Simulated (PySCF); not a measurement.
Which element holds F most strongly?

CCSD(T) in PySCF with def2-TZVPPD on every atom (core potentials on Ru, Sb), for the lowest determinant that a PBE0 search found; no spin–orbit coupling. D0 is De less the harmonic zero-point energy.

| M | state (unpaired electrons) | Re (Å) | ωe (cm⁻¹) | D0(MF) (eV) |
| --- | --- | --- | --- | --- |
| As | triplet (π ↑↑) | 1.748 | 685 | 3.98 |
| P | triplet (π ↑↑) | 1.601 | 844 | 4.39 |
| C | doublet (π ↑) | 1.280 | 1300 | 5.46 |
| Ga | singlet (closed shell) | 1.785 | 622 | 6.01 |
| Ru | quartet (σ ↑, π ↑, δ ↑) | 1.919 | 544 | 3.97 |
| Sb | triplet (π ↑↑) | 1.925 | 606 | 3.90 |
| Al | singlet (closed shell) | 1.669 | 785 | 6.80 |

Question: Order the elements by D0 and give the energy of SbF + Ga → GaF + Sb.

Answer: Al > Ga > C > P > As > Ru > Sb; ΔE = 3.90 − 6.01 = -2.11 eV at CCSD(T)/def2-TZVPPD. Close neighbours can swap at other levels.

Correlated steps freeze the inner cores (1 to 10 orbitals); shallow outer-core shells are correlated. Spin–orbit coupling is left out, which matters for elements this heavy, above all for dissociation energies. Where the molecule has an RHF reference, its open-shell atoms are computed with UHF. States were picked by a PBE0 search and need not be the measured ground states.
